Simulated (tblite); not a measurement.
Compound: C₆H₁₁NOSi.
SMILES with atom numbers: `[CH3:1][CH2:2][SiH2:3]/[CH:4]=[C:5](\[C:6]#[N:7])[O:8][CH3:9]` (hydrogens: H10, H11, H12 on C1; H13, H14 on C2; H15, H16 on Si3; H17 on C4; H18, H19, H20 on C9)

Computed with GFN2-xTB (tblite), gas phase: L-BFGS steps from a force-field or distance-geometry start until the largest atomic force falls under 0.01 eV/Å.

Step 24: E = -737.2039 eV
```
atom  x, y, z in Å  |  force x, y, z in eV/Å
C1      2.7717    0.2572    0.8555    0.015  -0.026   0.018
C2      2.0507    1.2707   -0.0266    0.006  -0.017   0.005
Si3     1.1130    0.4652   -1.4765   -0.026   0.022  -0.011
C4     -0.1358   -0.8124   -0.8834   -0.018   0.004   0.006
C5     -1.2875   -0.5684   -0.2378   -0.033  -0.017   0.004
C6     -1.6557    0.7568    0.1084    0.070   0.065  -0.036
N7     -1.9453    1.8308    0.3901   -0.007   0.001   0.009
O8     -2.1303   -1.5876    0.1023    0.000  -0.061   0.008
C9     -3.3444   -1.2536    0.7380    0.020   0.022  -0.006
H10     2.0618   -0.4342    1.3037   -0.017  -0.023   0.002
H11     3.4837   -0.3194    0.2695    0.010  -0.016   0.004
H12     3.3162    0.7474    1.6610   -0.008   0.039  -0.010
H13     1.3643    1.8576    0.5856   -0.032  -0.014  -0.001
H14     2.7790    1.9757   -0.4304    0.015   0.003   0.014
H15     0.4503    1.5225   -2.2463   -0.028  -0.019  -0.014
H16     2.0453   -0.2898   -2.3259   -0.006   0.040   0.007
H17     0.0572   -1.8537   -1.1034   -0.010  -0.017   0.017
H18    -3.8608   -2.1974    0.9096    0.028   0.027  -0.011
H19    -3.1750   -0.7501    1.6948    0.022  -0.007   0.020
H20    -3.9635   -0.6067    0.1086   -0.002  -0.006  -0.024
```

Step 25: E = -737.2047 eV
```
atom  x, y, z in Å  |  force x, y, z in eV/Å
C1      2.7697    0.2560    0.8548    0.016  -0.022   0.019
C2      2.0487    1.2702   -0.0265    0.001  -0.014   0.003
Si3     1.1096    0.4671   -1.4768   -0.017   0.018   0.012
C4     -0.1341   -0.8154   -0.8834   -0.029   0.010   0.012
C5     -1.2866   -0.5720   -0.2387   -0.024  -0.012   0.017
C6     -1.6520    0.7545    0.1081    0.054   0.063  -0.049
N7     -1.9403    1.8299    0.3867    0.004  -0.024   0.009
O8     -2.1299   -1.5910    0.1023   -0.012  -0.026   0.011
C9     -3.3435   -1.2518    0.7381    0.028   0.026  -0.007
H10     2.0603   -0.4357    1.3032   -0.018  -0.025  -0.003
H11     3.4826   -0.3197    0.2687    0.003  -0.014   0.007
H12     3.3134    0.7463    1.6607   -0.004   0.040  -0.009
H13     1.3617    1.8565    0.5853   -0.036  -0.011   0.012
H14     2.7770    1.9762   -0.4282    0.017   0.002   0.007
H15     0.4430    1.5227   -2.2446   -0.030  -0.014  -0.018
H16     2.0454   -0.2842   -2.3230    0.006   0.026  -0.018
H17     0.0617   -1.8563   -1.1019   -0.012  -0.017   0.012
H18    -3.8622   -2.1950    0.9114    0.035   0.061  -0.011
H19    -3.1694   -0.7456    1.6938    0.004  -0.030  -0.003
H20    -3.9603   -0.6022    0.1071    0.014  -0.037  -0.001
```

Step 26: E = -737.2055 eV
```
atom  x, y, z in Å  |  force x, y, z in eV/Å
C1      2.7679    0.2544    0.8545    0.008  -0.011   0.014
C2      2.0467    1.2695   -0.0261   -0.006  -0.007   0.003
Si3     1.1058    0.4692   -1.4770   -0.007   0.005   0.030
C4     -0.1331   -0.8183   -0.8832   -0.027   0.008   0.011
C5     -1.2862   -0.5757   -0.2394   -0.002   0.001   0.019
C6     -1.6473    0.7531    0.1067    0.024   0.036  -0.052
N7     -1.9354    1.8290    0.3836    0.016  -0.035   0.006
O8     -2.1297   -1.5946    0.1025   -0.013   0.024   0.011
C9     -3.3420   -1.2496    0.7380    0.028   0.022  -0.005
H10     2.0585   -0.4377    1.3027   -0.012  -0.022  -0.008
H11     3.4817   -0.3202    0.2680   -0.003  -0.011   0.012
H12     3.3106    0.7461    1.6603   -0.001   0.032  -0.007
H13     1.3586    1.8551    0.5852   -0.029  -0.012   0.021
H14     2.7754    1.9766   -0.4259    0.011  -0.004   0.005
H15     0.4353    1.5227   -2.2432   -0.031  -0.008  -0.019
H16     2.0457   -0.2781   -2.3204    0.013   0.015  -0.037
H17     0.0660   -1.8590   -1.1003   -0.015  -0.011   0.008
H18    -3.8630   -2.1914    0.9130    0.030   0.073  -0.007
H19    -3.1639   -0.7418    1.6928   -0.009  -0.040  -0.019
H20    -3.9569   -0.5984    0.1054    0.026  -0.053   0.015
```

Step 27: E = -737.2061 eV
```
atom  x, y, z in Å  |  force x, y, z in eV/Å
C1      2.7663    0.2528    0.8544   -0.005   0.003   0.006
C2      2.0448    1.2690   -0.0256   -0.012   0.000   0.006
Si3     1.1023    0.4711   -1.4766    0.003  -0.009   0.031
C4     -0.1324   -0.8211   -0.8829   -0.010   0.000   0.003
C5     -1.2859   -0.5792   -0.2396    0.022   0.015   0.010
C6     -1.6423    0.7520    0.1043   -0.007  -0.001  -0.045
N7     -1.9306    1.8279    0.3811    0.024  -0.027   0.004
O8     -2.1296   -1.5977    0.1028   -0.001   0.060   0.007
C9     -3.3400   -1.2472    0.7378    0.022   0.012   0.000
H10     2.0565   -0.4400    1.3019   -0.001  -0.014  -0.009
H11     3.4807   -0.3210    0.2675   -0.009  -0.007   0.017
H12     3.3080    0.7464    1.6598   -0.001   0.018  -0.004
H13     1.3552    1.8536    0.5855   -0.015  -0.015   0.024
H14     2.7739    1.9769   -0.4238    0.001  -0.011   0.006
H15     0.4276    1.5224   -2.2421   -0.029  -0.008  -0.016
H16     2.0461   -0.2721   -2.3188    0.011   0.011  -0.046
H17     0.0698   -1.8616   -1.0987   -0.018  -0.002   0.006
H18    -3.8633   -2.1867    0.9144    0.015   0.055   0.001
H19    -3.1589   -0.7389    1.6916   -0.016  -0.034  -0.017
H20    -3.9534   -0.5959    0.1041    0.026  -0.047   0.017
```

**Question.** Estimate the geometry and energy of step 28. (The exact step hangs on the optimiser's Hessian estimate; all steps are aligned on step 27, rigid shifts and turns removed.)

**Answer.** E = -737.2067 eV, largest force 0.064 eV/Å
```
atom  x, y, z in Å  |  force x, y, z in eV/Å
C1      2.7648    0.2516    0.8545   -0.015   0.012   0.000
C2      2.0430    1.2687   -0.0248   -0.015   0.004   0.009
Si3     1.0996    0.4724   -1.4757    0.011  -0.018   0.013
C4     -0.1319   -0.8235   -0.8826    0.014  -0.007  -0.006
C5     -1.2852   -0.5819   -0.2396    0.036   0.024  -0.004
C6     -1.6383    0.7508    0.1013   -0.027  -0.024  -0.030
N7     -1.9262    1.8264    0.3790    0.025  -0.006   0.003
O8     -2.1295   -1.5992    0.1030    0.017   0.062   0.001
C9     -3.3380   -1.2449    0.7376    0.013   0.003   0.005
H10     2.0548   -0.4420    1.3009    0.008  -0.006  -0.007
H11     3.4794   -0.3216    0.2671   -0.010  -0.003   0.019
H12     3.3058    0.7467    1.6593   -0.002   0.005  -0.002
H13     1.3522    1.8524    0.5864   -0.002  -0.017   0.024
H14     2.7727    1.9772   -0.4220   -0.010  -0.015   0.009
H15     0.4209    1.5219   -2.2412   -0.022  -0.014  -0.008
H16     2.0465   -0.2671   -2.3184    0.002   0.013  -0.045
H17     0.0727   -1.8639   -1.0974   -0.019   0.002   0.005
H18    -3.8636   -2.1817    0.9157   -0.001   0.021   0.007
H19    -3.1551   -0.7371    1.6906   -0.015  -0.016   0.001
H20    -3.9501   -0.5945    0.1032    0.014  -0.023   0.007
```

The energy changes by -0.0005 eV. The first-order estimate −F·Δx gives -0.0007 eV and the mean of the old and new forces, exact on a quadratic surface, -0.0005 eV. The step makes an angle of 73° with the force vector and moves no atom by more than 0.007 Å.

The cost below is that of the whole relaxation. Time: 1.2 s. Hardware: one thread, Arm Neoverse N1 (aarch64), shared host with 64 logical CPUs at a one-minute load of 60.
